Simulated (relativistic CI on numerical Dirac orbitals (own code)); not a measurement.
## The 4d ions of charge 1+

Method of calculation: Dirac-Coulomb-Breit CI, separate exchange-only KLI orbitals for each configuration, model QED (radiative potential, 1s self-energy scaled to tabulated hydrogen-like ionisation energies), valence Slater integrals scaled by 0.85 (own radial code, finite nucleus).

Each species is treated in one configuration, given outside its closed core, with all valence electrons in the open shell. Radial values are for the open shell of highest l, unscaled and averaged over j; ζ includes the Breit term. Labels give the leading LS character, summed over repeated terms.

```
Ion  Configuration  Its lowest level  LS weight (%)  ζ (cm⁻¹)  ⟨r⟩ (bohr)  ⟨r²⟩ (bohr²)  F² (cm⁻¹)  F⁴ (cm⁻¹)
Zr⁺            4d3            4F_3/2            100     258.2       2.263         6.251      43050      27540
Nb⁺            4d4              5D_0             99     386.1       2.047         5.106      47770      30660
Mo⁺            4d5            6S_5/2            100     533.2       1.879         4.299      52160      33570
Tc⁺            4d6              5D_4             99     701.1       1.743         3.696      56310      36320
Ru⁺            4d7            4F_9/2             99     891.5        1.63         3.229      60290      38960
Rh⁺            4d8                 ?              ?         ?           ?             ?          ?          ?
Pd⁺            4d9            2D_5/2            100      1347       1.449         2.551
```

Fill in the row of Rh⁺.

Its lowest level 3F_4; LS weight (%) 100; ζ (cm⁻¹) 1106; ⟨r⟩ (bohr) 1.533; ⟨r²⟩ (bohr²) 2.856; F² (cm⁻¹) 64140; F⁴ (cm⁻¹) 41510.

NIST ASD lists another ground level for Zr⁺ (4F3/2), Tc⁺ (7S3).

At low charge ζ of a weakly bound d or f electron comes out too small.
